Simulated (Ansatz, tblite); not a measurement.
Species of one formula, C18H22 (singlet), each relaxed with PBE-D4/def2-SVP in Ansatz.

The xTB rows come from tblite. Correlated methods freeze 18 core orbitals. Single mean-field runs in def2-TZVP are fitted with def2-universal-jkfit.

Run but left out: HF/def2-TZVP (A: restricted singlet, unstable towards broken spin symmetry).

A: At MP2/def2-TZVP the restricted singlet (for correlated methods, its reference) is unstable: a solution with broken spin symmetry lies lower. B: At MP2/def2-TZVP the restricted singlet (for correlated methods, its reference) is unstable: a solution with broken spin symmetry lies lower. C: The restricted singlet is unstable towards broken spin symmetry in Hartree–Fock (as tested in another run); at PBE-D4/def2-SVP, PBE-D4/def2-TZVP, r2SCAN-D4/def2-TZVP, PBE0-D4/def2-SVP and others this wasn't settled. At MP2/def2-TZVP the restricted singlet (for correlated methods, its reference) is unstable: a solution with broken spin symmetry lies lower.

Other spin states weren't relaxed.

A: C18H22, a cluster

Cartesian coordinates in Å:
```
C -1.5708 1.3958 2.9729
C -0.2838 0.6016 2.7384
C -0.0253 0.2189 1.2621
C 0.2253 1.4503 0.3693
C 0.4135 1.1304 -1.1272
C 0.7332 2.4028 -1.9301
C -0.7843 0.3941 -1.7079
C -2.0760 0.9610 -1.6732
C -3.1776 0.2840 -2.2164
C -3.0099 -0.9806 -2.8043
C -1.7317 -1.5584 -2.8439
C -0.6322 -0.8755 -2.2991
C 1.1037 -0.7931 1.1527
C 0.8508 -2.1105 0.7216
C 1.8861 -3.0545 0.6279
C 3.2003 -2.6943 0.9628
C 3.4682 -1.3848 1.3942
C 2.4302 -0.4458 1.4855
H -1.5526 2.3859 2.4732
H -1.7369 1.5787 4.0540
H -2.4556 0.8466 2.5869
H -0.3172 -0.3349 3.3357
H 0.5902 1.1720 3.1258
H -0.9463 -0.2807 0.8875
H -0.6193 2.1636 0.4841
H 1.1259 1.9938 0.7329
H 1.2867 0.4481 -1.2137
H -0.0992 3.1354 -1.8738
H 0.9017 2.1706 -3.0009
H 1.6447 2.8992 -1.5370
H -2.2256 1.9522 -1.2155
H -4.1764 0.7466 -2.1796
H -3.8745 -1.5140 -3.2290
H -1.5880 -2.5492 -3.3028
H 0.3680 -1.3372 -2.3227
H -0.1781 -2.3946 0.4480
H 1.6638 -4.0783 0.2884
H 4.0151 -3.4310 0.8874
H 4.4957 -1.0920 1.6615
H 2.6583 0.5777 1.8241
```

B: C₁₈H₂₂, a cluster

Cartesian coordinates in Å:
```
C 4.339 -3.232 -3.970
C 4.996 -2.290 -2.950
C 3.986 -1.581 -2.076
C 3.539 -2.153 -0.868
C 2.567 -1.520 -0.082
C 2.005 -0.288 -0.472
C 0.922 0.369 0.349
C -0.500 -0.088 -0.060
C -1.581 0.572 0.763
C -2.136 1.808 0.377
C -3.095 2.450 1.171
C -3.535 1.883 2.384
C -4.612 2.547 3.212
C -6.027 2.102 2.813
C -2.980 0.646 2.770
C -2.020 0.004 1.976
C 2.450 0.284 -1.681
C 3.422 -0.350 -2.467
H 3.738 -4.013 -3.461
H 5.098 -3.740 -4.599
H 3.654 -2.676 -4.642
H 5.696 -2.868 -2.310
H 5.613 -1.537 -3.486
H 3.970 -3.112 -0.534
H 2.243 -1.985 0.864
H 0.983 1.473 0.247
H 1.071 0.146 1.426
H -0.650 0.136 -1.137
H -0.562 -1.192 0.042
H -1.808 2.275 -0.566
H -3.514 3.416 0.845
H -4.443 2.322 4.287
H -4.529 3.650 3.108
H -6.148 1.006 2.934
H -6.235 2.340 1.750
H -6.799 2.601 3.433
H -3.307 0.179 3.713
H -1.601 -0.962 2.302
H 2.033 1.251 -2.005
H 3.759 0.125 -3.403
```

C: C₁₈H₂₂, a cluster

```xyz
40

C    -7.054   -0.246    6.893
C    -5.912   -0.268    5.930
C    -5.963    0.203    4.652
C    -4.894    0.226    3.672
C    -3.573   -0.096    3.881
C    -2.516   -0.096    2.907
C    -2.617    0.166    1.553
C    -1.515    0.152    0.654
C    -1.618    0.407   -0.703
C    -0.561    0.411   -1.669
C     0.783    0.169   -1.446
C     1.776    0.187   -2.466
C     3.121   -0.053   -2.257
C     4.115   -0.038   -3.281
C     5.453   -0.278   -3.065
C     6.518   -0.287   -4.048
C     6.409   -0.088   -5.392
C     7.553   -0.110   -6.353
H    -7.310   -1.271    7.245
H    -7.965    0.203    6.447
H    -6.800    0.332    7.810
H    -4.968   -0.709    6.301
H    -6.930    0.613    4.305
H    -5.194    0.548    2.660
H    -3.269   -0.377    4.904
H    -1.508   -0.336    3.290
H    -3.608    0.396    1.121
H    -0.525   -0.080    1.085
H    -2.628    0.632   -1.089
H    -0.859    0.633   -2.709
H     1.128   -0.055   -0.421
H     1.439    0.408   -3.496
H     3.459   -0.274   -1.227
H     3.764    0.182   -4.306
H     5.760   -0.488   -2.025
H     7.530   -0.482   -3.648
H     5.411    0.104   -5.826
H     7.638    0.852   -6.906
H     7.413   -0.893   -7.132
H     8.519   -0.301   -5.845
```

Q: Estimate which lies lowest at each level, and how far above it the others are (kcal/mol).

A: 
```json
{"level": "GFN1-xTB", "A": "4.9", "B": "0.0", "C": "110.6"}
{"level": "GFN2-xTB", "A": "5.3", "B": "0.0", "C": "109.9"}
{"level": "PBE-D4/def2-SVP", "A": "2.7", "B": "0.0", "C": "90.7"}
{"level": "PBE-D4/def2-TZVP", "A": "3.4", "B": "0.0", "C": "86.8"}
{"level": "r2SCAN-D4/def2-TZVP", "A": "2.7", "B": "0.0", "C": "90.7"}
{"level": "PBE0-D4/def2-SVP", "A": "2.2", "B": "0.0", "C": "106.7"}
{"level": "PBE0-D4/def2-TZVP", "A": "2.8", "B": "0.0", "C": "102.6"}
{"level": "ωB97X-V/def2-TZVP", "A": "1.2", "B": "0.0", "C": "113.9"}
{"level": "RPA@PBE/def2-TZVP", "A": "0.2", "B": "0.0", "C": "102.5"}
{"level": "MP2/def2-TZVP", "A": "0.1", "B": "0.0", "C": "114.2"}
```
Point groups (tolerance 0.1 Å): A not assigned, B Cs, C not assigned. From def2-SVP to def2-TZVP the PBE0 values move by up to 4.1 kcal/mol, so results in the small set are rough.
